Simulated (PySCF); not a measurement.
silene (CH₄Si), SMILES C=[SiH2]. Heavy atoms are numbered as in [CH2:1]=[SiH2:2]. Hydrogens are named by the atom that carries them.

Geometry: B3LYP-D3(BJ)/def2-TZVP.

Calculation: HF/def2-TZVPD (PySCF).

Mulliken values depend strongly on the basis, most of all with diffuse functions as here. Atomic charges (e), one atom of each kind:

```json
[
 {"atom": "C1 (CH2)", "Mulliken": "-0.63", "meta-Löwdin": "-0.61"},
 {"atom": "Si2 (SiH2)", "Mulliken": "0.37", "meta-Löwdin": "0.58"},
 {"atom": "H on C1", "Mulliken": "0.17", "meta-Löwdin": "0.13"},
 {"atom": "H on Si2", "Mulliken": "-0.04", "meta-Löwdin": "-0.11"}
]
```
